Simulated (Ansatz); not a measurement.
A search over several starts for the lowest SCF solution of the cluster Cu₂Pd at the given spin, in a small basis.

```yaml
crystal:
  periodic: [false, false, false]
  atoms:
    - {symbol: Pd, position_ang: [0.605906, -0.777565, -0.984250]}
    - {symbol: Cu, position_ang: [-0.166531, -0.587218, 1.347164]}
    - {symbol: Cu, position_ang: [-0.439376, 1.364793, -0.362914]}
basis:
  gaussian: {orbitals: def2-SVP, initial_orbitals: start.molden}
magnetization: {spin_polarized: true, initial_magnetization: 2}
hamiltonian: {xc: pbe0, dispersion: d4}
output: {orbitals: {seedname: orbitals}}
```

The file start.molden holds the orbitals of an earlier run on this structure, at another level or in another basis.

```sh
$ ansatz run in.yaml --threads 4 --pin off --events-out ev --progress --plain --max-ram 3916MiB
```

Shortened log:

```
Functional definition: PBE0
1024 factors; integrals over basis functions are off by at most 7.0e-4 eV
mean field evaluation 1: about -92733.2967 eV, gradient 1.0e1 eV
mean field evaluation 2: about -92733.5969 eV, gradient 4.4e-1 eV
mean field evaluation 4: about -92733.7079 eV, gradient 7.5e-2 eV
mean field evaluation 8: about -92733.7079 eV, gradient 1.2e-5 eV
mean field evaluation 16: about -92500.8782 eV, gradient 2.5e2 eV
mean field evaluation 32: about -92733.7067 eV, gradient 6.9e-2 eV
mean field evaluation 64: about -92733.5702 eV, gradient 1.5e-6 eV
mean field evaluation 96: about -92733.7077 eV, gradient 4.0e-2 eV
mean field -92733.70793354 eV, -3407.9009093927 hartree, gradient 2.5e-6 eV, S^2 2.011920; 7 other end points of the search recorded, 0 dependent functions left out
reference -92733.70796748 eV, -3407.9009106401 hartree; 39, 37 occupied and 54, 56 virtual orbitals, 1024 factors
Total energy: -92733.79067413 eV, -3407.9039500535 hartree
```

Hardware: 4 threads of Intel Xeon on a shared host. Wall time 22 s.

Other converged states that the search met: 0.14 eV higher (⟨S²⟩ = 2.02).

In the def2 sets Pd takes a core potential; there is no spin–orbit coupling. At PBE0-D4/def2-TZVP a singlet of charge 0 lies 1.50 eV below the triplet, each at its own geometry. The structure comes from a short search, and lower isomers may exist.
